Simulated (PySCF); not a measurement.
An unknown gives this computed stick spectrum. Method: TDDFT PBE0/def2-SVPD, vertical, gas phase, core orbitals frozen in the response (PySCF). Geometries: PBE0-D3(BJ)/def2-SVP, one conformer each.

| state | λ (nm) | f |
| --- | --- | --- |
| S1 | 241.9 | 0.025 |
| S2 | 229.8 | 0.0006 |
| S3 | 213.2 | 0.064 |
| S4 | 208.3 | 0.0006 |
| S5 | 202.3 | 0.015 |
| S6 | 197.5 | 0.0018 |
| S7 | 194.6 | 0.0004 |
| S8 | 186.4 | 0.013 |
| S9 | 185.4 | 0.0065 |
| S10 | 185.1 | 0.031 |

Triplets computed (Tamm–Dancoff): 4.30, 4.67, 4.99, 5.17 eV.

Task: Which candidate is it? All have the formula C7H13NSi.
A. `C=C1CC/C1=C/C[SiH2]N`
B. `C#C[C@@H]1C[Si@@H](N)C[C@H]1C`
C. `C(=C)CCN([SiH2]C#C)C`

Result: C. Its S1 lies at 5.13 eV; the nearest of the others has S1 at 4.67 eV. S1 is HOMO→LUMO (97%). Löwdin shares by element: HOMO nitrogen 50%, carbon 22% or more (atoms not listed hold the other 28%); LUMO carbon 52% or more, silicon 21%, hydrogen 5% or more (atoms not listed hold the other 22%). At the same level the other candidates give, for their lowest levels:
- `C=C1CC/C1=C/C[SiH2]N`: 265 nm (f 0.217); 229 nm (f 0.058); 215 nm (f 0.015); 204 nm (f 0.021); 197 nm (f 0.073); T1 2.81 eV; HOMO -6.18, LUMO -0.99 eV
- `C#C[C@@H]1C[Si@@H](N)C[C@H]1C`: 194 nm (f 0.023); 191 nm (f 0.001); 185 nm (f 0.009); 184 nm (f 0.002); 176 nm (f 0.012); T1 5.24 eV; HOMO -7.25, LUMO 0.43 eV

Conformer computed: `[CH:1]#[C:2][SiH2:3][N:4]([CH3:5])[CH2:6][CH2:7][CH:8]=[CH2:9]`: C2–Si3–N4–C5 79°, Si3–N4–C6–C7 91°, N4–C6–C7–C8 -176°, C6–C7–C8–C9 -116°.
